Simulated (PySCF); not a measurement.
An unknown shows these calculated signals:

¹H NMR (300 MHz, computed): δ 4.80 (m, 1H), 4.78 (m, 1H), 4.01 (s, 3H), 3.85 (s, 3H), 1.37 (m, 3H).

¹³C{¹H} NMR (computed): δ 91.5 (CH), 52.6 (CH3), 52.5 (CH3), 18.6 (CH3).

Theoretical values (PySCF 2.14.0 with density-fitted response routines): coordinates at the GFN2-xTB level, NMR shieldings at PBE0/pcSseg-1/GIAO. One conformer, no relativistic terms, in vacuum, one averaged value for each set of equivalent atoms.

δ = σ(ref) − σ, references computed at the same level: ¹H (σref 31.72), ¹³C (σref 186.93) vs TMS.

Which of these does the molecule contain: an OH group, a methoxy group, an S-methyl group, a Si–H bond?

Results:


- An OH group: no.
- A methoxy group: no.
- An S-methyl group: no.
- A Si–H bond: yes (δH 4.78 (m)).

The data belong to SMILES O(C)[SiH](OC)[C@H](C)F, C4H11FO2Si; they needn't prove each group on their own.

Carbon signals by region: 3 at 50–100 ppm, 1 below 50 ppm.

Splittings by ¹⁹F in the carbon and heteronuclear signals aren't shown, as no couplings were computed. Shifts are as computed. Against solution values, carbons near 30 ppm lie about +3 ppm off and those near 130 ppm about +5 ppm. Of 1211 compounds with measured shifts, 218 miss one by over three times the rms of a fit or turn the order of signals round; such compounds aren't used in these exercises. No couplings were computed; multiplicities are counted from neighbouring protons, with m where these are inequivalent, close in shift, in a saturated or five-membered ring or joined by F or P, and br s for small geminal =CH2 splittings.
